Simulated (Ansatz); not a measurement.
Relaxation of C₂H₈AlNSi (13 atoms, charge 0, multiplicity 1), to a largest force component of 0.015 eV/Å in at most 40 steps.

Method: RKS CAM-B3LYP-D4/STO-3G (Ansatz 0.2.0).

```xyz
13
Properties=species:S:1:pos:R:3
C -1.683 0.305 1.060
N -0.296 0.360 0.757
Al 0.755 0.932 2.303
C 0.264 1.736 0.646
Si 1.536 1.930 -0.627
H -2.376 0.490 0.146
H -1.968 -0.611 1.537
H -1.927 1.185 1.754
H 1.990 0.554 3.266
H -0.601 2.511 0.676
H 0.897 2.008 -1.962
H 2.341 3.097 -0.361
H 2.374 0.738 -0.557
```

Task: Where does it end, and by what steps?

Result: The forces met the threshold. The force dipped under the threshold on the way, but the program's further checks kept it going. Limits of this set-up: minimal basis. After 15 steps the energy has fallen by 2.016 eV; H6 moved furthest, 1.08 Å.

| step | energy less start (eV) | largest force component (eV/Å) | accepted |
| --- | --- | --- | --- |
| 0 | 0.0000 | 4.243 | yes |
| 1 | -1.4562 | 1.991 | yes |
| 2 | -1.6732 | 0.439 | yes |
| 3 | -1.7413 | 0.647 | yes |
| 4 | -1.8170 | 0.802 | yes |
| 5 | -1.8544 | 1.022 | yes |
| 6 | -1.9509 | 0.355 | yes |
| 7 | -1.9781 | 0.396 | yes |
| 8 | -2.0001 | 0.416 | yes |
| 9 | -2.0105 | 0.251 | yes |
| 10 | -1.9947 | 0.686 | no |
| 11 | -2.0150 | 0.067 | yes |
| 12 | -2.0153 | 0.061 | yes |
| 13 | -2.0156 | 0.028 | yes |
| 14 | -2.0158 | 0.005 | yes |
| 15 | -2.0159 | 0.006 | yes |

```xyz
13
Properties=species:S:1:pos:R:3
C -1.577 0.336 0.863
N -0.314 0.722 1.503
Al 1.034 0.868 2.489
C 0.527 1.924 1.042
Si 1.238 1.887 -0.689
H -1.440 0.085 -0.207
H -1.996 -0.552 1.364
H -2.334 1.141 0.913
H 1.779 0.308 3.644
H 0.022 2.889 1.222
H 0.248 2.073 -1.720
H 2.223 2.926 -0.847
H 1.894 0.629 -0.940
```

Run time: 54 s on 1 CPU thread of a shared host.
